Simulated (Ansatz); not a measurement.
`[F][In]([F])[Br]` + H–F → `[F][In]([F])[F]` + HBr at 700 K and 1 bar (ligand exchange at the In–Br bond).

Program: Ansatz. Geometries: PBE0-D4/def2-TZVP. ΔE: electronic, gas phase. CBS: MP2 limit from def2 TZ/QZ plus the TZ coupled-cluster correction, frozen cores. This one scheme is used for every species. Elements past krypton have def2 core potentials. For Br, In outer-core shells are correlated without core-valence functions, which leaves a few kJ/mol of doubt a bond. Scalar relativity is left out up to krypton.

| species | CCSD(T)/CBS energy (Eh) | H − E (kJ/mol) | S (J/(mol·K)) |
| --- | --- | --- | --- |
| `[F][In]([F])[Br]` | -2962.82519 | 60.0 | 406.4 |
| H–F | -100.39570 | 45.2 | 198.5 |
| `[F][In]([F])[F]` | -489.26665 | 60.7 | 374.4 |
| HBr | -2573.91920 | 36.5 | 223.7 |

H − E and S are ideal-gas, rigid-rotor, harmonic terms from PBE0-D4/def2-TZVP. 1 Eh = 2625.50 kJ/mol, R = 8.31446 J/(mol·K).

**Question.** By hand: ΔE, ΔH, ΔS and ΔG.

**Answer.** ΔE = (-489.26665) + (-2573.91920) − (-2962.82519) − (-100.39570) = 0.03504 Eh = 92.0 kJ/mol. Δ(H − E) = 60.7 + 36.5 − 60.0 − 45.2 = -8.0, so ΔH = 84.0 kJ/mol. ΔS = 374.4 + 223.7 − 406.4 − 198.5 = -6.8 J/(mol·K). ΔG = 84.0 − 700 × (-6.8)/1000 = 88.8 kJ/mol.

**Question.** By hand: the equilibrium constant, and the temperature at which ΔG would vanish if ΔH and ΔS stayed fixed.

**Answer.** log₁₀ K = −ΔG/(RT ln 10) = -6.6. ΔH and −TΔS have one sign here, so there is no such temperature.

The number of gas molecules stays the same, so ΔS is small and ΔH decides. A doubt of 5 kJ/mol in ΔE shifts log₁₀ K by 0.4 here. These are equilibria of isolated gas molecules and say nothing of rates. Largest T1 diagnostic: 0.018 (customary marks: 0.02 for closed shells, 0.045 for open ones).
